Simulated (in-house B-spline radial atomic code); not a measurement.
Settings and results of a run for Cr²⁺. Level of theory: non-relativistic PBE, spin-polarised, spherical fractional occupations, point nucleus, inside a hard spherical wall at 6.18 bohr; calculated with a B-spline radial code for spherical atoms.

Command:
```bash
python run_scf.py task.json out
```
Settings:
```
Z                24
configuration    [Ne] 3s2 3p5 3d5
hamiltonian      nr
method           pbe,pbe
spin_polarised   True
wall_radius      6.18
```

Output (hartree, bohr):
```
 radial grid: 43 intervals, B-splines of order 8, outer radius 6.18 bohr

 iter        energy (Eh)    residual
    1       -1030.712989    4.74e-01
    2       -1035.731259    5.28e-01
    3       -1041.599373    9.06e-02
    4       -1041.919300    1.86e-02
    5       -1041.927341    5.50e-03
    6       -1041.927558    4.49e-03
    7       -1041.928169    1.03e-03
    8       -1041.928198    3.01e-05
    9       -1041.928198    6.13e-07
   10       -1041.928198    5.26e-08

 total energy                     -1041.92820
 kinetic                            1041.1094
 electron-nucleus                  -2458.5480
 Hartree                             423.4957
 exchange-correlation                -47.9852

 orbital      occ     eigenvalue          <r>       <r^2>       <1/r>     <1/r^3>       r_max
 1s up      1.000      -215.3191    0.0641851  0.00552596     23.5227           -     0.04224
 1s down    1.000      -215.3051    0.0641815   0.0055253     23.5238           -     0.04224
 2s up      1.000       -25.0361     0.296189    0.103599      4.9768           -      0.2461
 2s down    1.000       -24.9498     0.295507    0.103073     4.98759           -      0.2459
 2p up      3.000       -21.4080     0.261058   0.0838535     4.92349     350.989      0.1987
 2p down    3.000       -21.3344     0.260361   0.0833402     4.93279     352.325      0.1985
 3s up      1.000        -3.5637     0.901984    0.937675     1.56045           -      0.7816
 3s down    1.000        -3.3091     0.908018    0.951915     1.54898           -      0.7831
 3p up      3.000        -2.5489     0.952267     1.06592     1.43943     42.6655      0.7968
 3p down    2.000        -2.3007     0.963968      1.0962     1.42334     41.6267      0.7994
 3d up      5.000        -0.9459      1.17408     1.75248     1.11707     3.62973      0.8081
```

Run time, properties included: 0.09 s on 1 thread of Arm Neoverse N1, with other jobs on the host.
